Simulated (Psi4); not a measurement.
C3H10OSi (SMILES CCC[SiH2]O), singlet, geometry from GFN2-xTB, atoms displaced at random by about 0.08 Å a coordinate; R2SCAN/6-31G, gradient (Psi4).

Psi4 was given this input:
```
memory 2 GB

molecule mol {
0 1
  Si    0.907897   -0.571769   -0.112661
  O     2.524424    0.001715   -0.343008
  C    -0.129706    0.929846    0.257674
  C    -1.645428    0.538573    0.669179
  C    -2.420277   -0.254079   -0.276110
  H     0.815202   -1.396235    1.005542
  H     0.710023   -1.418987   -1.387030
  H     2.899306    0.534765    0.215466
  H     0.213420    1.524847    0.925395
  H    -0.339938    1.511327   -0.743873
  H    -2.232451    1.409949    0.816066
  H    -1.472204   -0.072406    1.593586
  H    -3.376929   -0.459482    0.089001
  H    -1.929597   -1.370861   -0.590727
  H    -2.497152    0.341919   -1.186325
symmetry c1
no_reorient
no_com
}

set basis 6-31g
set reference rks

gradient('r2scan')
print_variables()
```

Output, abridged:

```
gradient() will perform analytic gradient computation.

   => Loading Basis Set <=

    Name: 6-31G
    Role: ORBITAL
    Keyword: BASIS

         ---------------------------------------------------------
                                   SCF
               by Justin Turney, Rob Parrish, Andy Simmonett
                          and Daniel G. A. Smith
                              RKS Reference
         ---------------------------------------------------------

  ==> Geometry <==

    Molecular point group: c1
    Full point group: C1

    Geometry (in Angstrom), charge = 0, multiplicity = 1:

       Center              X                  Y                   Z               Mass
    ------------   -----------------  -----------------  -----------------  -----------------
         SI           0.907897000000    -0.571769000000    -0.112661000000    27.976926534650
         O            2.524424000000     0.001715000000    -0.343008000000    15.994914619570
         C           -0.129706000000     0.929846000000     0.257674000000    12.000000000000
         C           -1.645428000000     0.538573000000     0.669179000000    12.000000000000
         C           -2.420277000000    -0.254079000000    -0.276110000000    12.000000000000
         H            0.815202000000    -1.396235000000     1.005542000000     1.007825032230
         H            0.710023000000    -1.418987000000    -1.387030000000     1.007825032230
         H            2.899306000000     0.534765000000     0.215466000000     1.007825032230
         H            0.213420000000     1.524847000000     0.925395000000     1.007825032230
         H           -0.339938000000     1.511327000000    -0.743873000000     1.007825032230
         H           -2.232451000000     1.409949000000     0.816066000000     1.007825032230
         H           -1.472204000000    -0.072406000000     1.593586000000     1.007825032230
         H           -3.376929000000    -0.459482000000     0.089001000000     1.007825032230
         H           -1.929597000000    -1.370861000000    -0.590727000000     1.007825032230
         H           -2.497152000000     0.341919000000    -1.186325000000     1.007825032230

  Running in c1 symmetry.

  Rotational constants: A =      0.32437  B =      0.05970  C =      0.05436 [cm^-1]
  Rotational constants: A =   9724.30183  B =   1789.73671  C =   1629.77591 [MHz]
  Nuclear repulsion =  238.817301083668326

  Charge       = 0
  Multiplicity = 1
  Electrons    = 50
  Nalpha       = 25
  Nbeta        = 25

  ==> Algorithm <==

  SCF Algorithm Type is DF.
  DIIS enabled.
  MOM disabled.
  Fractional occupation disabled.
  Guess Type is SAD.
  Energy threshold   = 1.00e-08
  Density threshold  = 1.00e-08
  Integral threshold = 1.00e-12

  ==> Primary Basis <==

  Basis Set: 6-31G
    Blend: 6-31G
    Number of shells: 47
    Number of basis functions: 69
    Number of Cartesian functions: 69
    Spherical Harmonics?: false
    Max angular momentum: 1

  ==> DFT Potential <==

   => LibXC <=

    Version 7.1.2
    S. Lehtola, C. Steigemann, M. J. T. Oliveira, and M. A. L. Marques,  SoftwareX 7, 1–5 (2018) (10.1016/j.softx.2017.11.002)

   => Composite Functional: R2SCAN <=

    r2SCAN Meta-GGA XC Functional  (0.1021/acs.jpclett.0c02405)
    J. W. Furness, A. D. Kaplan, J. Ning, J. P. Perdew, J. Sun  J. Phys. Chem. Lett.  11, 8208–8215, 2020

    Deriv               =              1
    GGA                 =           TRUE
    Meta                =           TRUE

    Exchange Hybrid     =          FALSE
    MP2 Hybrid          =          FALSE

   => Exchange Functionals <=

    1.0000   XC_MGGA_X_R2SCAN

   => Correlation Functionals <=

    1.0000   XC_MGGA_C_R2SCAN

   => LibXC Density Thresholds  <==

    XC_MGGA_C_R2SCAN:  1.00E-15
    XC_MGGA_X_R2SCAN:  1.00E-11

   => Molecular Quadrature <=

    Radial Scheme          =       TREUTLER
    Pruning Scheme         =           NONE
    Nuclear Scheme         =       TREUTLER

    Blocking Scheme        =         OCTREE
    BS radius alpha        =              1
    Pruning alpha          =              1
    Radial Points          =             75
    Spherical Points       =            302
    Total Points           =         319734
    Total Blocks           =           2386
    Max Points             =            256
    Max Functions          =             67
    Weights Tolerance      =       1.00E-15

   => Loading Basis Set <=

    Name: (6-31G AUX)
    Role: JKFIT
    Keyword: DF_BASIS_SCF

  ==> Integral Setup <==

  SCF_SUBTYPE=INCORE selected. In-core MEM_DF algorithm will be used.
  Using in-core AOs.

  ==> MemDFJK: Density-Fitted J/K Matrices <==

    J tasked:                   Yes
    K tasked:                    No
    wK tasked:                   No
    Algorithm:                 Core
    Schwarz Cutoff:           1E-12
    Mask sparsity (%):       3.4026
    Fitting Condition:        1E-10

   => Auxiliary Basis Set <=

  Basis Set: (6-31G AUX)
    Blend: CC-PVDZ-JKFIT
    Number of shells: 222
    Number of basis functions: 704
    Number of Cartesian functions: 704
    Spherical Harmonics?: false
    Max angular momentum: 3

  Minimum eigenvalue in the overlap matrix is 6.9284168598E-03.
  Reciprocal condition number of the overlap matrix is 1.2449872559E-03.
    Using symmetric orthogonalization.

  ==> Pre-Iterations <==

  SCF Guess: Superposition of Atomic Densities via on-the-fly atomic UHF (no occupation information).

   -------------------------
    Irrep   Nso     Nmo
   -------------------------
     A         69      69
   -------------------------
    Total      69      69
   -------------------------

  ==> Iterations <==

                           Total Energy        Delta E     RMS |[F,P]|

   @DF-RKS iter SAD:  -484.15559147147508   -4.84156e+02   0.00000e+00
   @DF-RKS iter   1:  -484.23632524720449   -8.07338e-02   1.50713e-02 DIIS/ADIIS
[...]
  @DF-RKS Final Energy:  -484.76076330074727
    Total Energy =                       -484.7607633007472714
[...]
 Dipole Y            :          0.6928300           -0.1892939            0.5035361
 Dipole Z            :          0.0668759            0.6051678            0.6720436
 Magnitude           :                                                    1.1112659

 ------------------------------------------------------------------------------------

         ------------------------------------------------------------
                                   SCF GRAD
                          Rob Parrish, Justin Turney,
                       Andy Simmonett, and Alex Sokolov
         ------------------------------------------------------------

  ==> Geometry <==

    Molecular point group: c1
    Full point group: C1

    Geometry (in Angstrom), charge = 0, multiplicity = 1:

       Center              X                  Y                   Z               Mass
    ------------   -----------------  -----------------  -----------------  -----------------
         SI           0.907897000000    -0.571769000000    -0.112661000000    27.976926534650
         O            2.524424000000     0.001715000000    -0.343008000000    15.994914619570
         C           -0.129706000000     0.929846000000     0.257674000000    12.000000000000
         C           -1.645428000000     0.538573000000     0.669179000000    12.000000000000
         C           -2.420277000000    -0.254079000000    -0.276110000000    12.000000000000
         H            0.815202000000    -1.396235000000     1.005542000000     1.007825032230
         H            0.710023000000    -1.418987000000    -1.387030000000     1.007825032230
         H            2.899306000000     0.534765000000     0.215466000000     1.007825032230
         H            0.213420000000     1.524847000000     0.925395000000     1.007825032230
         H           -0.339938000000     1.511327000000    -0.743873000000     1.007825032230
         H           -2.232451000000     1.409949000000     0.816066000000     1.007825032230
         H           -1.472204000000    -0.072406000000     1.593586000000     1.007825032230
         H           -3.376929000000    -0.459482000000     0.089001000000     1.007825032230
         H           -1.929597000000    -1.370861000000    -0.590727000000     1.007825032230
         H           -2.497152000000     0.341919000000    -1.186325000000     1.007825032230

  Nuclear repulsion =  238.817301083668326

  ==> Basis Set <==

  Basis Set: 6-31G
    Blend: 6-31G
    Number of shells: 47
    Number of basis functions: 69
    Number of Cartesian functions: 69
    Spherical Harmonics?: false
    Max angular momentum: 1

  ==> DFJKGrad: Density-Fitted SCF Gradients <==

    Gradient:                    1
    J tasked:                  Yes
    K tasked:                   No
    wK tasked:                  No
    Integrals threads:           1
    Schwarz Cutoff:          1E-12
    Fitting Condition:       1E-10

   => Auxiliary Basis Set <=

  Basis Set: (6-31G AUX)
    Blend: CC-PVDZ-JKFIT
    Number of shells: 222
    Number of basis functions: 704
    Number of Cartesian functions: 704
    Spherical Harmonics?: false
    Max angular momentum: 3

  ==> DFT Potential <==

   => LibXC <=

    Version 7.1.2
    S. Lehtola, C. Steigemann, M. J. T. Oliveira, and M. A. L. Marques,  SoftwareX 7, 1–5 (2018) (10.1016/j.softx.2017.11.002)

   => Composite Functional: R2SCAN <=

    r2SCAN Meta-GGA XC Functional  (0.1021/acs.jpclett.0c02405)
    J. W. Furness, A. D. Kaplan, J. Ning, J. P. Perdew, J. Sun  J. Phys. Chem. Lett.  11, 8208–8215, 2020

    Deriv               =              1
    GGA                 =           TRUE
    Meta                =           TRUE

    Exchange Hybrid     =          FALSE
    MP2 Hybrid          =          FALSE

   => Exchange Functionals <=

    1.0000   XC_MGGA_X_R2SCAN

   => Correlation Functionals <=

    1.0000   XC_MGGA_C_R2SCAN

   => LibXC Density Thresholds  <==

    XC_MGGA_C_R2SCAN:  1.00E-15
    XC_MGGA_X_R2SCAN:  1.00E-11

   => Molecular Quadrature <=

    Radial Scheme          =       TREUTLER
    Pruning Scheme         =           NONE
    Nuclear Scheme         =       TREUTLER

    Blocking Scheme        =         OCTREE
    BS radius alpha        =              1
    Pruning alpha          =              1
    Radial Points          =             75
    Spherical Points       =            302
    Total Points           =         319734
    Total Blocks           =           2386
    Max Points             =            256
    Max Functions          =             67
    Weights Tolerance      =       1.00E-15

  -Total Gradient:
     Atom            X                  Y                   Z
    ------   -----------------  -----------------  -----------------
       1       -0.019335228531    -0.012462102310     0.047257995428
       2        0.069197124580     0.101532162542     0.102478936192
       3        0.116594592996     0.059406460909     0.140766983274
       4       -0.065391912645     0.022232364423    -0.039010900718
       5       -0.042194009189     0.064733439008     0.060259534960
       6        0.003986454730     0.032562576752    -0.039952725633
       7        0.004245911315    -0.011649406567    -0.011438742654
       8       -0.075097608360    -0.101586867188    -0.103902290542
       9       -0.054282018728    -0.083591860432    -0.092315775991
      10       -0.019366981154     0.012524507743    -0.031177313346
      11        0.005261939542    -0.025478884542    -0.018138093626
      12        0.013646233919    -0.015145398808     0.000172726378
      13        0.035917124362     0.008630783419    -0.011780554662
      14        0.022371127172    -0.057983861050    -0.015863595794
      15        0.004910493758     0.006017549378     0.011918194369

  Variable Map:
  ----------------------------------------------------------------------------
[...]
  Array Variable Map:
  ----------------------------------------------------------------------------
[...]
[...]
```
